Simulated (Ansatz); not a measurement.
Start from `N[SiH2]C[Si](N)(F)F` and change one atom or group to get `N[SiH](F)F`.

Ansatz, PBE0-D4/def2-TZVP geometries, multiplicity 1. Each molecule was computed in one conformer, which needn't be the lowest.

| property | `N[SiH2]C[Si](N)(F)F` |
| --- | --- |
| size of the dipole moment (B3LYP/def2-TZVPP) / D | 2.40 |
| LUMO energy (B3LYP/def2-TZVPP) / eV | 0.10 |
| LUMO energy (PBE0/def2-TZVPP) / eV | 0.38 |
| HOMO–LUMO gap (PBE0/def2-TZVPP) / eV | 8.10 |
| HOMO–LUMO gap (PBE/def2-TZVPP) / eV | 5.85 |
| HOMO energy (PBE0/def2-TZVPP) / eV | -7.72 |

(1) What does the change do to each property? (Estimate.)

Results:

(1) Computed: 
| property | `N[SiH](F)F` | shift |
| --- | --- | --- |
| size of the dipole moment (B3LYP/def2-TZVPP) / D | 2.55 | 0.15 |
| LUMO energy (B3LYP/def2-TZVPP) / eV | 0.37 | 0.27 |
| LUMO energy (PBE0/def2-TZVPP) / eV | 0.74 | 0.36 |
| HOMO–LUMO gap (PBE0/def2-TZVPP) / eV | 9.12 | 1.02 |
| HOMO–LUMO gap (PBE/def2-TZVPP) / eV | 6.74 | 0.89 |
| HOMO energy (PBE0/def2-TZVPP) / eV | -8.38 | -0.66 |

With PBE0 the HOMO falls by 0.66 eV and the LUMO rises by 0.36 eV, so the gap widens by about 1.02 eV. PBE moves the HOMO by -0.55 eV and ωB97M-V by -0.74 eV. Dipoles are sizes alone; their direction can turn.

B3LYP here is the variant with VWN-RPA as its local correlation; programs differ in this.
